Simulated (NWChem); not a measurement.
# SiH cation, singlet

```xyz
2

Si     0.0000     0.0000    -0.1085
H      0.0000     0.0000     1.4099
```
Atoms are numbered in this order, from 1.

Computed with NWChem. Pople sets run with spherical d functions. Low-valent species are run as closed-shell singlets; no triplet was tried in these runs. The geometry was optimised at PBE0-D3(BJ)/def2-TZVP. B3LYP is NWChem's, with the RPA form of VWN correlation. Isotropic indirect couplings, all four terms, static geometry, non-relativistic.

For level PBE/pcJ-1:

```
Item                            Value
------------------------------  -----
J(29Si atom 1, 1H atom 2) (Hz)   21.4
```

Estimate the same quantities for level B3LYP/6-31G**.


* **J(29Si atom 1, 1H atom 2) (Hz)**: -17.3
